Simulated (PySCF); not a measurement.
Molfile (atoms numbered from 1):
```
C5H7FO2
     RDKit          3D

 15 14  0  0  0  0  0  0  0  0999 V2000
    3.2695    0.1616    0.3154 C   0  0  0  0  0  0  0  0  0  0  0  0
    2.0317    0.4047   -0.0865 C   0  0  0  0  0  0  0  0  0  0  0  0
    1.7757    1.2796   -1.0752 F   0  0  0  0  0  0  0  0  0  0  0  0
    0.8271   -0.2500    0.5006 C   0  0  0  0  0  0  0  0  0  0  0  0
    0.8859   -1.0574    1.3950 O   0  0  0  0  0  0  0  0  0  0  0  0
   -0.2910    0.1639   -0.0780 O   0  0  0  0  0  0  0  0  0  0  0  0
   -1.5108   -0.3992    0.4075 C   0  0  0  0  0  0  0  0  0  0  0  0
   -2.6588    0.2055   -0.3769 C   0  0  0  0  0  0  0  0  0  0  0  0
    3.4316   -0.5440    1.1087 H   0  0  0  0  0  0  0  0  0  0  0  0
    4.1163    0.6510   -0.1308 H   0  0  0  0  0  0  0  0  0  0  0  0
   -1.4681   -1.4871    0.2850 H   0  0  0  0  0  0  0  0  0  0  0  0
   -1.5961   -0.1816    1.4780 H   0  0  0  0  0  0  0  0  0  0  0  0
   -2.6735    1.2840   -0.2465 H   0  0  0  0  0  0  0  0  0  0  0  0
   -2.5451   -0.0138   -1.4349 H   0  0  0  0  0  0  0  0  0  0  0  0
   -3.5989   -0.2093   -0.0258 H   0  0  0  0  0  0  0  0  0  0  0  0
  1  2  2  0
  2  3  1  0
  2  4  1  0
  4  5  2  0
  4  6  1  0
  6  7  1  0
  7  8  1  0
  1  9  1  0
  1 10  1  0
  7 11  1  0
  7 12  1  0
  8 13  1  0
  8 14  1  0
  8 15  1  0
M  END
```

[PySCF 2.14: shieldings: GIAO PBE0/pcSseg-1; geometry from GFN2-xTB; non-relativistic Hamiltonian; equivalent nuclei averaged; single conformer; no solvent model]

Scale: $^{13}$C (σref 186.93), $^{1}$H (σref 31.72) vs TMS; CFCl3 for $^{19}$F (σref 170.95); H2O for $^{17}$O (σref 336.08) (reference shieldings calculated alike).

```json
{"atoms": "C1", "nucleus": "$^{13}$C", "count": "1", "Hirshfeld charge": "-0.10", "δ (ppm)": "110.4"}
{"atoms": "C7", "nucleus": "$^{13}$C", "count": "1", "Hirshfeld charge": "0.01", "δ (ppm)": "64.6"}
{"atoms": "H11/H12", "nucleus": "$^{1}$H", "count": "2", "Hirshfeld charge": "0.04", "δ (ppm)": "4.28"}
{"atoms": "H9", "nucleus": "$^{1}$H", "count": "1", "Hirshfeld charge": "0.06", "δ (ppm)": "?"}
{"atoms": "O6", "nucleus": "$^{17}$O", "count": "1", "Hirshfeld charge": "-0.09", "δ (ppm)": "213.3"}
{"atoms": "F3", "nucleus": "$^{19}$F", "count": "1", "Hirshfeld charge": "-0.08", "δ (ppm)": "?"}
{"atoms": "O5", "nucleus": "$^{17}$O", "count": "1", "Hirshfeld charge": "-0.25", "δ (ppm)": "417.7"}
{"atoms": "C2", "nucleus": "$^{13}$C", "count": "1", "Hirshfeld charge": "0.07", "δ (ppm)": "?"}
{"atoms": "C8", "nucleus": "$^{13}$C", "count": "1", "Hirshfeld charge": "-0.12", "δ (ppm)": "?"}
{"atoms": "H10", "nucleus": "$^{1}$H", "count": "1", "Hirshfeld charge": "0.06", "δ (ppm)": "5.55"}
{"atoms": "C4", "nucleus": "$^{13}$C", "count": "1", "Hirshfeld charge": "0.20", "δ (ppm)": "167.5"}
{"atoms": "H13/H14/H15", "nucleus": "$^{1}$H", "count": "3", "Hirshfeld charge": "0.05", "δ (ppm)": "1.46"}
```

Fill in the missing shifts.

## Answers


- C2: 165.5 ppm, α carbon of a C=C–C=O unit
- C8: 15.8 ppm, methyl carbon; saturated and bonded to C and H only
- H9: 6.08 ppm, hydrogen on a β carbon of a C=C–C=O unit; olefinic region
- F3: -119.3 ppm, vinylic fluorine

Shifts are as computed. Against solution values, carbons near 30 ppm lie about +3 ppm off and those near 130 ppm about +5 ppm. Of 1211 compounds with measured shifts, 218 miss one by over three times the rms of a fit or turn the order of signals round; such compounds aren't used in these exercises. Unscaled 19F shifts against computed CFCl3 carry errors that often reach 10 to 50 ppm. Unscaled 17O shifts of doubly bonded oxygen tend to come out too high, by tens of ppm or more. Experimental scales use liquid or dissolved standards, which lie at an offset from isolated H2O (liquid H2O: subtract about 36 ppm).
